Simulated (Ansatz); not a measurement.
The same path of C2H6Zn + H2 (11 atoms, charge 0, multiplicity 1) was run twice with different band settings. Lost on the way: Zn1–C2, H10–H11. Made: Zn1–H10, C2–H11.

These are results of RKS CAM-B3LYP-D4/def2-mTZVP in Ansatz, not measurements.

Relaxed end points:

```xyz
11
Properties=species:S:1:pos:R:3
Zn 0.231 -0.211 0.157
C 0.296 -0.270 2.098
H -0.660 -0.588 2.520
H 1.057 -0.965 2.457
H 0.527 0.711 2.519
C 0.157 -0.143 -1.782
H 0.436 -1.097 -2.231
H -0.849 0.100 -2.130
H 0.832 0.616 -2.182
H -2.427 2.173 0.839
H -1.993 1.780 1.298
```

```xyz
11
Properties=species:S:1:pos:R:3
Zn -1.248 1.089 -0.720
C 0.015 -0.051 2.280
H 0.193 -0.522 3.245
H 0.202 -0.773 1.487
H 0.687 0.799 2.164
C 0.066 -0.004 -1.640
H -0.115 -1.067 -1.471
H 0.050 0.162 -2.719
H 1.077 0.213 -1.290
H -2.305 1.965 -0.007
H -1.017 0.294 2.235
```

Common settings: movable images 5; climbing image yes; spring 5.0 eV/Å²; optimiser quadratic models (default); start path through a guess of the saddle point; iteration limit 60; end points relaxed.

| run | force threshold |
| --- | --- |
| 1 | 0.05 eV/Å |
| 2 | 0.5 eV/Å |

Q: What does each run give, and how far can it be trusted?

A: Run 1: converged after 17 iterations, highest image 1.954 eV above the first end. Neighbouring images differ by up to 1.9 eV, so the band resolves the path poorly. A vibrational analysis at the climbing image gives 2 clearly imaginary modes (1662i, 95i cm⁻¹): a point of higher order. A lower path may pass nearby, or the ends, which weren't checked, may share the extra mode.
Run 2: converged after 14 iterations, highest image 1.963 eV above the first end. The threshold of 0.5 eV/Å is loose, so the images may lie well off the minimum-energy path. Neighbouring images differ by up to 2.0 eV, so the band resolves the path poorly. The order of the point at the top wasn't checked.
The orbitals stay closed-shell, which can raise the energy where a bond breaks towards radicals; this wasn't checked here.
